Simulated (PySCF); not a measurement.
phosphorus atom (P), quartet; CCSD(T)/cc-pVTZ in PySCF.

PySCF was given this input:
```python
from pyscf import gto, scf, cc

mol = gto.M(
    atom='''
P     0.00000000    0.00000000    0.00000000
''',
    basis='cc-pvtz',
    spin=3,
    verbose=4,
)

mf = scf.UHF(mol)
mf.kernel()

mycc = cc.CCSD(mf)
mycc.kernel()
et = mycc.ccsd_t()
print('E(CCSD(T)) = %.10f' % (mycc.e_tot + et))
```

Output, abridged:

```
PySCF version 2.14.0

[INPUT] verbose = 4
[INPUT] num. atoms = 1
[INPUT] num. electrons = 15
[INPUT] charge = 0
[INPUT] spin (= nelec alpha-beta = 2S) = 3
[INPUT] symmetry False subgroup None
[INPUT] Mole.unit = angstrom
[INPUT] Symbol           X                Y                Z      unit          X                Y                Z       unit  Magmom
[INPUT]  1 P      0.000000000000   0.000000000000   0.000000000000 AA    0.000000000000   0.000000000000   0.000000000000 Bohr   0.0

nuclear repulsion = 0
number of shells = 9
number of NR pGTOs = 59
number of NR cGTOs = 34
basis = cc-pvtz
ecp = {}

******** <class 'pyscf.scf.uhf.UHF'> ********
method = UHF
initial guess = minao
damping factor = 0
level_shift factor = 0
DIIS = <class 'pyscf.scf.diis.CDIIS'>
diis_start_cycle = 1
diis_space = 8
diis_damp = 0
SCF conv_tol = 1e-09
SCF conv_tol_grad = None
SCF max_cycles = 50
direct_scf = True
direct_scf_tol = 1e-13
number electrons alpha = 9  beta = 6
Set gradient conv threshold to 3.16228e-05
init E= -340.349617235065

cycle= 1 E= -340.701262946518  delta_E= -0.352  |g|= 0.112  |ddm|= 0.694
cycle= 2 E= -340.71546288482  delta_E= -0.0142  |g|= 0.0321  |ddm|= 0.231
cycle= 3 E= -340.716162976081  delta_E= -0.0007  |g|= 0.00918  |ddm|= 0.0539
cycle= 4 E= -340.716293934052  delta_E= -0.000131  |g|= 0.00265  |ddm|= 0.0284
cycle= 5 E= -340.71630550501  delta_E= -1.16e-05  |g|= 0.000546  |ddm|= 0.00926
cycle= 6 E= -340.716305882697  delta_E= -3.78e-07  |g|= 3.01e-05  |ddm|= 0.00175
cycle= 7 E= -340.716305883524  delta_E= -8.28e-10  |g|= 2.63e-06  |ddm|= 7.16e-05
Extra cycle  E= -340.71630588353  delta_E= -5.46e-12  |g|= 6.56e-07  |ddm|= 5.15e-06
converged SCF energy = -340.71630588353  <S^2> = 3.7503078  2S+1 = 4.0001539

******** <class 'pyscf.cc.uccsd.UCCSD'> ********
CC2 = 0
CCSD nocc = (np.int64(9), np.int64(6)), nmo = (34, 34)
max_cycle = 50
direct = 0
conv_tol = 1e-07
conv_tol_normt = 1e-06
diis_space = 6
diis_start_cycle = 0
diis_start_energy_diff = 1e+09
Init t2, MP2 energy = -0.12266935437861
Init E_corr(UCCSD) = -0.122669354378909
cycle = 1  E_corr(UCCSD) = -0.135612836041854  dE = -0.0129434817  norm(t1,t2) = 0.0412969
cycle = 2  E_corr(UCCSD) = -0.138475610905857  dE = -0.00286277486  norm(t1,t2) = 0.0116649
cycle = 3  E_corr(UCCSD) = -0.139513166205599  dE = -0.0010375553  norm(t1,t2) = 0.00419936
cycle = 4  E_corr(UCCSD) = -0.139505187280461  dE = 7.97892514e-06  norm(t1,t2) = 0.000598546
cycle = 5  E_corr(UCCSD) = -0.139498448050948  dE = 6.73922951e-06  norm(t1,t2) = 6.96132e-05
cycle = 6  E_corr(UCCSD) = -0.13949961506145  dE = -1.1670105e-06  norm(t1,t2) = 1.78044e-05
cycle = 7  E_corr(UCCSD) = -0.13949960788077  dE = 7.18068013e-09  norm(t1,t2) = 6.21694e-06
cycle = 8  E_corr(UCCSD) = -0.139499600556004  dE = 7.32476557e-09  norm(t1,t2) = 9.92146e-07
UCCSD converged
E(UCCSD) = -340.8558054840858  E_corr = -0.1394996005560044
UCCSD(T) correction = -0.00462128029967
E(CCSD(T)) = -340.8604267644
```
